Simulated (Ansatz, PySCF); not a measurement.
Caution: the highest occupied level lies above zero, so the state may not be bound. This singlet lies 1.13 eV below the relaxed triplet at the level frozen-core CCSD(T)/aug-cc-pVDZ // PBE0-D3(BJ)/def2-TZVPD (Ansatz, a quantum-chemistry and plane-wave program).

Cartesian coordinates (Å):
```xyz
7

O      2.3581     0.2902    -0.1629
Al     1.3659    -1.0927    -0.6717
Si    -0.9435    -0.1962     0.4323
H      1.9006     0.9667     0.3390
H     -0.9730     1.1178     1.2074
H     -1.6213    -1.1196     1.4294
H     -2.0867     0.0339    -0.5406
```
Charge -1, spin multiplicity 1.

Q: Give the HOMO and total energy at the level PBE-D3(BJ)/def2-TZVPD // PBE0-D3(BJ)/def2-TZVPD in PySCF.

A: 
```
Item                Result
------------  ------------
HOMO               0.49 eV
total energy  -609.2964 Ha
```
